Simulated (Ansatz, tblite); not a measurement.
Forces on the cluster K₅H₆⁻ at its PBE-D4/def2-SVPD geometry. The state is a singlet with charge -1.

The xTB rows come from tblite. The restricted singlet is unstable towards broken spin symmetry in Hartree–Fock (as tested in another run); at PBE-D4/def2-TZVPD this wasn't settled. At PBE-D4/def2-TZVPD the highest occupied level of the charge -1 singlet lies above zero (up to 0.49 eV). The electron is either unbound and held by the finite basis, or the level is raised by self-interaction error. In the singlet, H7 and H10 lie 0.78 Å apart (atoms count from 1), so H2 has formed as a molecule. Another isomer (singlet) lies 0.62 eV lower at PBE0-D4/def2-TZVPD; other spin states weren't run for this one.

GFN1-xTB (tblite), largest force 0.61 eV/Å:

```xyz
11
positions Å, forces eV/Å
K    -0.193    0.469    3.926    0.352   -0.128   -0.121
K     1.717   -0.759   -0.700   -0.287    0.008    0.305
K     3.872   -0.172    3.035   -0.372   -0.003   -0.143
K    -1.820   -1.170   -3.191    0.053    0.348    0.501
K    -3.089    0.206    0.615    0.224   -0.099   -0.446
H     0.610   -1.302   -2.923    0.033   -0.027    0.069
H    -1.415    1.836   -2.157    0.013    0.106   -0.085
H     2.238    0.346    4.799   -0.043    0.014   -0.049
H    -3.694   -0.266   -1.857   -0.115   -0.396    0.167
H    -2.115    1.489   -2.173    0.162    0.171   -0.135
H     3.889   -0.676    0.626   -0.023    0.006   -0.063
```

GFN2-xTB (tblite), largest force 0.75 eV/Å:

```
K -0.292 -0.085 -0.375
K 0.024 -0.021 -0.013
K -0.408 0.092 0.227
K -0.294 0.061 0.438
K 0.398 -0.007 0.454
H -0.202 0.186 0.230
H 0.253 0.260 0.050
H 0.531 -0.132 -0.440
H 0.443 -0.272 -0.539
H -0.147 -0.123 -0.167
H -0.306 0.041 0.135
```

PBE-D4/def2-TZVPD (Ansatz), largest force 0.48 eV/Å:

```
K -0.004 -0.002 0.007
K 0.002 0.002 0.003
K -0.003 0.000 0.000
K -0.005 -0.003 0.003
K -0.007 -0.002 0.006
H -0.002 -0.006 -0.010
H -0.432 -0.208 -0.015
H 0.006 0.002 0.003
H 0.010 0.010 -0.012
H 0.423 0.208 0.013
H 0.011 -0.002 0.002
```
